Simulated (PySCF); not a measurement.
**Spinor energies of Er⁵²⁺ (erbium, charge +52)**

Start: [Ne] 3s2 3p4; 3p1/2 filled at m_j = -1/2, +1/2; 3p3/2 filled at m_j = +1/2, +3/2. Calculated with PySCF 2.14 in an uncontracted even-tempered set (18 s from 14 bohr⁻², ratio 2.4; 14 p from 18 bohr⁻², ratio 2.4; 4 d from 66 bohr⁻², ratio 2.6; 4 f from 99 bohr⁻², ratio 2.6): generalised Hartree-Fock with the X2C-1e Hamiltonian and a Gaussian nucleus; one run each with spin-orbit coupling (SO) switched off, then screened by Boettger's factors.

| spinor shell | electrons | ε, spin-free (eV) | ε, screened SO (eV) | weight of nominal j (screened SO) | rms radius, screened SO (bohr) |
| --- | --- | --- | --- | --- | --- |
| 1s1/2 | 2 | -61509.8 | -61491.6 | 1.000 | 0.0231 |
| 2s1/2 | 2 | -13412.5 | -13405.3 | 1.000 | 0.0922 |
| 2p1/2 | 2 | -12293.7 | -12958.5 | 1.000 | 0.0786 |
| 3s1/2 | 2 | -5275.4 | -5272.7 | 1.000 | 0.222 |
| 3p1/2 | 2 | -4943.2 | -5105.2 | 0.999 | 0.211 |
| 3p3/2 | 2 | -4943.2 | -4870.7 | 1.000 | 0.222 |

Task: Where does 2p3/2 lie, and what is the 2p spin-orbit splitting (screened SO)?

Result: At -12009.6 eV, 948.96 eV above 2p1/2.

| quantity | spin-free | screened SO |
| --- | --- | --- |
| E (hartree) | -10350.06334 | -10365.74461 |
| M_J | 2 | 2 |
| ⟨J²⟩ | 6.000 | 6.001 |
| ⟨L²⟩ | 2.000 | 3.258 |
| ⟨S²⟩ | 2.000 | 1.410 |

Each row is a mean over spinors that exchange with the open shell spreads, by up to 35.308 eV (3s1/2).

Breit and QED terms are absent; they matter most for the inner s and p1/2 levels.

Densities and radii are taken from the X2C orbitals without a picture-change correction, which distorts them close to the nucleus.

Without spin-orbit coupling the j labels of p, d and f shells carry no meaning; the spin-free column gives the mean over the occupied spinors of each nl shell.
